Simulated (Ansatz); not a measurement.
Ansatz (a first-principles code) input:
A basis named .json is the Basis Set Exchange file of that set.

Ansatz 0.2 input:
```yaml
crystal:
  periodic: [false, false, false]
  atoms:
    - {symbol: Ti, position_ang: [-0.84283315, -0.23561811, 0.03778574]}
    - {symbol: H, position_ang: [-1.02411941, -1.22761485, 1.40743163]}
    - {symbol: H, position_ang: [-1.80361505, 1.15528482, 0.15801661]}
    - {symbol: H, position_ang: [-1.25062372, -1.06950092, -1.38014043]}
    - {symbol: S, position_ang: [1.32051351, 0.41536543, -0.12603821]}
    - {symbol: H, position_ang: [1.49247130, -0.32041739, 1.00001736]}
basis:
  gaussian:
    orbitals: def2-TZVPP
    fitting: {mean_field: def2-universal-jkfit, correlation: def2-TZVPP-RIFIT.json}
magnetization: {spin_polarized: false}
correlation: {method: mp2, electrons: outside_noble_gas}
```

**Question.** Which total energy does the run end on?

**Answer.** -1248.56875 Eh (RI-MP2/def2-TZVPP). The basis has 162 functions.
